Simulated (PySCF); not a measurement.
## Basis-set dependence of population analyses: `C=CS[SiH3]`

Compound: C₂H₆SSi.
Z-matrix (Å and degrees, PBE0-D3(BJ)/def2-SVP geometry), rows numbered from 1:
```
C 
C   1  1.3355
S   2  1.7608  1  129.56
Si  3  2.1503  2  103.23  1    -0.35
H   1  1.0924  2  119.58  3  -180.00
H   1  1.0937  2  123.56  3    -0.04
H   2  1.0956  1  120.03  3   180.00
H   4  1.4930  3  111.47  2   -60.70
H   4  1.4931  3  111.53  2    61.32
H   4  1.4893  3  103.76  2  -179.72
```

PBE0 throughout (PySCF), one geometry, spherical d and f functions. Isolated species at its PBE0-D3(BJ)/def2-SVP geometry (one conformer only). The first 7 of 8 kinds of atom are listed.

Mulliken charges (e):

```tsv
basis	functions	C1	C2	S3	Si4	H5	H6	H7
STO-3G	34	-0.202	-0.184	+0.018	+0.444	+0.079	+0.066	+0.087
6-31G	56	-0.331	-0.436	-0.021	+0.458	+0.176	+0.177	+0.215
pcSseg-0	56	-0.419	-0.491	-0.156	+0.349	+0.238	+0.239	+0.278
6-31G*	76	-0.383	-0.303	-0.077	+0.303	+0.186	+0.190	+0.212
cc-pVDZ	94	-0.052	-0.158	-0.115	+0.197	+0.053	+0.061	+0.071
def2-SVP	94	-0.094	-0.112	-0.209	+0.327	+0.062	+0.068	+0.086
aug-cc-pVDZ	154	+0.620	+0.582	-0.152	-0.519	-0.335	-0.492	-0.550
6-311+G(2d,p)	160	-0.382	-0.004	-0.082	+0.186	+0.131	+0.123	+0.136
def2-TZVP	172	-0.326	-0.068	-0.148	+0.124	+0.135	+0.145	+0.142
cc-pVTZ	212	-0.280	-0.101	-0.130	+0.157	+0.130	+0.117	+0.129
IGLO-III	218	-0.296	-0.104	-0.225	+0.759	+0.103	+0.098	+0.104
```

IAO charges (e):

```csv
basis,functions,C1,C2,S3,Si4,H5,H6,H7
STO-3G,34,-0.312,-0.262,+0.002,+0.514,+0.135,+0.116,+0.137
6-31G,56,-0.344,-0.237,-0.088,+0.359,+0.166,+0.144,+0.177
pcSseg-0,56,-0.331,-0.241,-0.089,+0.335,+0.162,+0.139,+0.177
6-31G*,76,-0.331,-0.240,-0.095,+0.495,+0.159,+0.140,+0.167
cc-pVDZ,94,-0.338,-0.240,-0.091,+0.491,+0.160,+0.143,+0.168
def2-SVP,94,-0.330,-0.237,-0.089,+0.507,+0.156,+0.138,+0.164
aug-cc-pVDZ,154,-0.352,-0.243,-0.094,+0.494,+0.165,+0.148,+0.172
"6-311+G(2d,p)",160,-0.350,-0.248,-0.091,+0.522,+0.165,+0.148,+0.172
def2-TZVP,172,-0.348,-0.250,-0.090,+0.530,+0.164,+0.148,+0.171
cc-pVTZ,212,-0.349,-0.247,-0.093,+0.517,+0.165,+0.148,+0.172
IGLO-III,218,-0.353,-0.251,-0.086,+0.525,+0.165,+0.148,+0.172
```

Hirshfeld charges (e):

```
        basis  functions      C1      C2      S3     Si4      H5      H6      H7
       STO-3G         34  -0.107  -0.045  -0.039  +0.346  +0.024  +0.016  +0.026
        6-31G         56  -0.116  -0.055  -0.091  +0.275  +0.053  +0.044  +0.061
     pcSseg-0         56  -0.117  -0.059  -0.072  +0.296  +0.052  +0.033  +0.050
       6-31G*         76  -0.109  -0.051  -0.090  +0.276  +0.053  +0.047  +0.060
      cc-pVDZ         94  -0.113  -0.056  -0.059  +0.282  +0.051  +0.043  +0.054
     def2-SVP         94  -0.117  -0.058  -0.049  +0.286  +0.052  +0.041  +0.052
  aug-cc-pVDZ        154  -0.122  -0.067  -0.053  +0.285  +0.054  +0.043  +0.058
6-311+G(2d,p)        160  -0.118  -0.069  -0.055  +0.288  +0.052  +0.043  +0.058
    def2-TZVP        172  -0.118  -0.064  -0.054  +0.281  +0.053  +0.044  +0.057
      cc-pVTZ        212  -0.117  -0.062  -0.057  +0.280  +0.053  +0.043  +0.057
     IGLO-III        218  -0.125  -0.069  -0.038  +0.279  +0.052  +0.041  +0.055
```

ESP-fitted charges (e):

```csv
basis,functions,C1,C2,S3,Si4,H5,H6,H7
STO-3G,34,-0.329,+0.020,-0.158,+0.369,+0.100,+0.117,+0.079
6-31G,56,-0.440,-0.052,-0.292,+0.362,+0.175,+0.205,+0.191
pcSseg-0,56,-0.497,-0.015,-0.320,+0.411,+0.195,+0.223,+0.182
6-31G*,76,-0.410,-0.127,-0.200,+0.236,+0.174,+0.199,+0.207
cc-pVDZ,94,-0.403,-0.135,-0.154,+0.165,+0.172,+0.194,+0.202
def2-SVP,94,-0.418,-0.103,-0.178,+0.229,+0.174,+0.195,+0.191
aug-cc-pVDZ,154,-0.441,-0.125,-0.159,+0.174,+0.182,+0.207,+0.208
"6-311+G(2d,p)",160,-0.464,-0.132,-0.148,+0.165,+0.191,+0.217,+0.213
def2-TZVP,172,-0.468,-0.104,-0.154,+0.184,+0.191,+0.214,+0.200
cc-pVTZ,212,-0.449,-0.105,-0.160,+0.196,+0.183,+0.207,+0.197
IGLO-III,218,-0.451,-0.137,-0.136,+0.162,+0.187,+0.208,+0.211
```

Task: Which scheme is steadiest as the basis changes?

Result: Largest range over the bases for any column: Hirshfeld 0.07 e, IAO 0.19 e, ESP-fitted 0.25 e, Mulliken 1.28 e. Hirshfeld charges move least and Mulliken charges most, counted in e. Without the minimal STO-3G basis the ranges are Hirshfeld 0.05, IAO 0.19, ESP-fitted 0.25, Mulliken 1.28 e.

Task: How much do the charges still move between the two largest bases, cc-pVTZ and IGLO-III?

Result: At most, over all atoms: Mulliken 0.602 e, IAO 0.008 e, Hirshfeld 0.019 e, ESP-fitted 0.034 e.

Task: What do the same runs give for the total energy, the frontier levels and the dipole moment?

Result: 
```
        basis  energy (Eh)  HOMO (eV)  LUMO (eV)  μ (D)
       STO-3G    -758.4399      -3.51       4.01   0.86
        6-31G    -767.0067      -6.52       0.18   1.58
     pcSseg-0    -766.1252      -6.82       0.11   1.70
       6-31G*    -767.0860      -6.50       0.26   1.22
      cc-pVDZ    -767.1325      -6.58       0.08   0.98
     def2-SVP    -766.8559      -6.63       0.02   1.02
  aug-cc-pVDZ    -767.1410      -6.69      -0.28   0.96
6-311+G(2d,p)    -767.1733      -6.69      -0.30   0.92
    def2-TZVP    -767.1823      -6.69      -0.24   0.90
      cc-pVTZ    -767.1875      -6.68      -0.15   0.93
     IGLO-III    -767.1805      -6.65      -0.23   0.80
```

The dipole is fixed by the density alone, so its range of 0.90 D shows that the density itself changes with the basis, not only its division among atoms.
